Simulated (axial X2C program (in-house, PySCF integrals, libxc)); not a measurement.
## Potential curves of NaW, scalar-relativistic

All values were computed with an in-house all-electron X2C program for linear molecules (integrals from PySCF). Spin-free means the one-electron spin-free X2C Hamiltonian. Basis: W dyall-cv3z [13s14p9d7f4g], Na dyall-cv3z [9s8p5d2f] (cores contracted in-house); Gaussian nuclei, density fitting, unrestricted open shells. Masses: W 183.951 u, Na 22.990 u.

State: M_S = 5/2, Λ = 0 (beyond evenly filled blocks: σα, π+α, π-α, δ+α, δ-α). Energies in kJ/mol from the fragments at the same level (W + Na). Fits are polynomials in 1 − R0/R over 0.85 to 1.23 times the lowest point R0.

```json
{"R (Å)": "2.5595", "B97-3": "-118.98"}
{"R (Å)": "2.6772", "B97-3": "-132.10"}
{"R (Å)": "2.7655", "B97-3": "-137.60"}
{"R (Å)": "2.8537", "B97-3": "-140.24"}
{"R (Å)": "2.9420", "B97-3": "-140.74"}
{"R (Å)": "3.0450", "B97-3": "-138.98"}
{"R (Å)": "3.1479", "B97-3": "-135.56"}
{"R (Å)": "3.2803", "B97-3": "-129.25"}
{"R (Å)": "3.4421", "B97-3": "-119.83"}
{"R (Å)": "3.6775", "B97-3": "-104.61"}
```

The state is a single determinant with fixed occupations, the lowest that a limited PBE0 search found. De is counted from the lowest determinant-based energies of the atoms at the same level, without counterpoise correction. The determinant is spin-polarised beyond a pure state at some levels (its spin-free form has ⟨S²⟩ too high), which makes Re and μ there less reliable.

Question: Fit the B97-3 curve near its minimum: give the equilibrium distance, the harmonic wavenumber and the well depth.

Answer: At B97-3, spin-free: Re = 2.917 Å, ωe ≈ 183 cm⁻¹, De = 1.46 eV to W + Na; Be follows as 0.0969 cm⁻¹.
